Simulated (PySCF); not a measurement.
BeClI. Atoms are numbered in the order given.

```xyz
3

Be     0.0000     0.0000    -1.1377
Cl     0.0000     0.0000    -2.9403
I      0.0000     0.0000     1.0290
```

The structure is a stationary point at B3LYP-D3(BJ)/def2-TZVP. The def2 effective core potentials stand for the cores of I; spin–orbit coupling is left out.

Computed with PySCF with B3LYP/def2-TZVPD.

Mulliken values depend strongly on the basis, most of all with diffuse functions as here. ESP charges are fitted to the potential on shells at 1.4 to 2.0 van der Waals radii. Atomic charges (e):

| atom | ESP fit | Mulliken |
|---|---|---|
| Be1 | 0.33 | -0.04 |
| Cl2 | -0.19 | 0.03 |
| I3 | -0.14 | 0.01 |
